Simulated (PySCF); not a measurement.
Spectra and structures to be paired. The calculation used TDDFT PBE0/def2-SVPD, vertical, gas phase, core orbitals frozen in the response (PySCF). Geometries: GFN2-xTB; one conformer of each isolated species. Triplets are in the Tamm–Dancoff approximation.

A. `COC(=O)c1ccsc1`
B. `Cc1cpccc1C=O`
C. `C1=C2OCCOC2=CS1`
D. `C#CC1=CCCS1(=O)=O`
E. `C=C(S(=O)(C)=O)C#N`

Lowest singlet levels (six at most, fewer where fewer were computed) with oscillator strengths:

1. 368 nm (f 0.000); 289 nm (f 0.011); 287 nm (f 0.049); 275 nm (f 0.270); 226 nm (f 0.000); 225 nm (f 0.000); T1 2.75 eV
2. 241 nm (f 0.001); 222 nm (f 0.013); 204 nm (f 0.072); 196 nm (f 0.138); 195 nm (f 0.008); 184 nm (f 0.004); T1 3.67 eV
3. 233 nm (f 0.155); 224 nm (f 0.068); 221 nm (f 0.005); 216 nm (f 0.006); 209 nm (f 0.001); 207 nm (f 0.008); T1 3.63 eV
4. 252 nm (f 0.003); 231 nm (f 0.193); 211 nm (f 0.003); 207 nm (f 0.002); 206 nm (f 0.004); 190 nm (f 0.019); T1 3.36 eV
5. 241 nm (f 0.000); 237 nm (f 0.018); 223 nm (f 0.212); 198 nm (f 0.003); 192 nm (f 0.324); 191 nm (f 0.000); T1 3.60 eV

Question: Which spectrum belongs to which structure?

Answer: 1 = B, 2 = E, 3 = C, 4 = D, 5 = A.
- A: S1 at 5.14 eV, HOMO-2→LUMO (90%), HOMO-2→LUMO+1 (8%); Löwdin shares by element: HOMO carbon 83% or more (atoms not listed hold the other 17%); LUMO carbon 52% or more, sulfur 18% (atoms not listed hold the other 30%); HOMO -7.31 and LUMO -1.32 eV; point group Cs, 2 of its 6 listed states under f = 0.0005.
- B: S1 at 3.37 eV, HOMO-1→LUMO (93%); Löwdin shares by element: HOMO carbon 44% or more, phosphorus 26% (atoms not listed hold the other 30%); LUMO phosphorus 26%, carbon 25% or more, oxygen 14% (atoms not listed hold the other 35%); HOMO -7.48 and LUMO -2.64 eV; point group Cs, 3 of its 6 listed states under f = 0.0005.
- C: S1 at 5.31 eV, HOMO→LUMO (90%); Löwdin shares by element: HOMO sulfur 32%, carbon 27% or more, oxygen 13% or more (atoms not listed hold the other 27%); LUMO carbon 54% or more, sulfur 20% (atoms not listed hold the other 26%); HOMO -6.38 and LUMO -0.29 eV; point group C2.
- D: S1 at 4.91 eV, HOMO-1→LUMO (91%); Löwdin shares by element: HOMO carbon 78% or more (atoms not listed hold the other 22%); LUMO carbon 78% or more (atoms not listed hold the other 22%); HOMO -7.67 and LUMO -1.70 eV.
- E: S1 at 5.14 eV, HOMO→LUMO (61%), HOMO-1→LUMO (36%); Löwdin shares by element: HOMO oxygen 42%, carbon 26% or more (atoms not listed hold the other 32%); LUMO carbon 70% or more, nitrogen 13% (atoms not listed hold the other 16%); HOMO -9.01 and LUMO -2.56 eV.
A and E have S1 within 0.01 eV of each other; their strongest listed levels stand at 6.47 eV (f 0.324) and 6.32 eV (f 0.138).
